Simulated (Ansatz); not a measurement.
One change: `NBO[SiH2]F` becomes `CBO[SiH2]F`.

Ansatz, PBE0-D4/def2-TZVP geometries, multiplicity 1. Each molecule was computed in one conformer, which needn't be the lowest.

| property | `NBO[SiH2]F` |
| --- | --- |
| HOMO energy (B3LYP/def2-TZVPP) / eV | -8.01 |
| LUMO energy (ωB97M-V/def2-TZVPP) / eV | 2.27 |
| HOMO energy (PBE/def2-TZVPP) / eV | -6.86 |
| HOMO energy (PBE0/def2-TZVPP) / eV | -8.27 |
| LUMO energy (PBE/def2-TZVPP) / eV | -0.16 |
| LUMO energy (B3LYP/def2-TZVPP) / eV | 0.51 |

Task: What does the change do to each property? (Best estimate.)

Result: The calculation gave: 
| property | `CBO[SiH2]F` | shift |
| --- | --- | --- |
| HOMO energy (B3LYP/def2-TZVPP) / eV | -8.35 | -0.34 |
| LUMO energy (ωB97M-V/def2-TZVPP) / eV | 1.64 | -0.63 |
| HOMO energy (PBE/def2-TZVPP) / eV | -7.08 | -0.22 |
| HOMO energy (PBE0/def2-TZVPP) / eV | -8.55 | -0.28 |
| LUMO energy (PBE/def2-TZVPP) / eV | -1.34 | -1.18 |
| LUMO energy (B3LYP/def2-TZVPP) / eV | -0.54 | -1.05 |

With PBE0 the HOMO falls by 0.28 eV and the LUMO falls by 1.07 eV, so the gap narrows by about 0.79 eV. PBE moves the HOMO by -0.22 eV and ωB97M-V by -0.24 eV.

B3LYP here is the variant with VWN-RPA as its local correlation; programs differ in this.
